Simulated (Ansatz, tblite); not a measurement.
Removing and adding an electron: BCl2(SiH3) (SiBH3Cl2). The state is a singlet with charge 0. Geometry: PBE-D4/def2-SVP. Ansatz, gas phase; energy differences of separate SCF runs; the oxidised species was run as a doublet alone; the reduced species was run as a doublet alone.

```tsv
atom	x (Å)	y (Å)	z (Å)
B1	0.908	-0.229	-0.625
Cl2	1.889	1.070	-1.292
Cl3	1.438	-1.889	-0.871
Si4	-0.752	0.181	0.466
H5	-1.754	-0.939	0.391
H6	-1.398	1.466	0.024
H7	-0.332	0.339	1.907
```

The xTB rows come from tblite. Correlated methods freeze 16 core orbitals.

```
               level  −HOMO (eV)  vertical IE (eV)  −LUMO (eV)  vertical EA (eV)  HOMO–LUMO gap (eV)  IE − EA (eV)                       remarks
            GFN1-xTB       11.74             14.19        8.50              5.64                3.24          8.55                             –
            GFN2-xTB       10.78             13.45        7.93              4.81                2.85          8.64                             –
       HF/def2-TZVPP           –             10.26           –                 –                   –             –                             –
    PBE-D4/def2-TZVP        7.17             10.09        3.16                 –                4.01             –                             –
   PBE-D4/def2-TZVPD        7.21                 –        3.23              0.62                3.98             –  HOMO above zero (-1 doublet)
 r2SCAN-D4/def2-TZVP        7.47             10.26        2.96                 –                4.51             –                             –
r2SCAN-D4/def2-TZVPD        7.49                 –        3.00              0.66                4.49             –  HOMO above zero (-1 doublet)
   PBE0-D4/def2-TZVP        8.43             10.44        2.28                 –                6.15             –                             –
  PBE0-D4/def2-TZVPD        8.46                 –        2.34              0.65                6.12             –  HOMO above zero (-1 doublet)
      MP2/def2-TZVPP           –             10.69           –                 –                   –             –                             –
     CCSD/def2-TZVPP           –             10.71           –                 –                   –             –                             –
  CCSD(T)/def2-TZVPP           –             10.63           –                 –                   –             –                             –
```

   A HOMO above zero means that the electron is unbound at that level or that self-interaction error raises the level; the energy of removing that electron tells which. Raw xTB energy differences between charge states are shifted by several eV; the methods need an empirical correction for them.
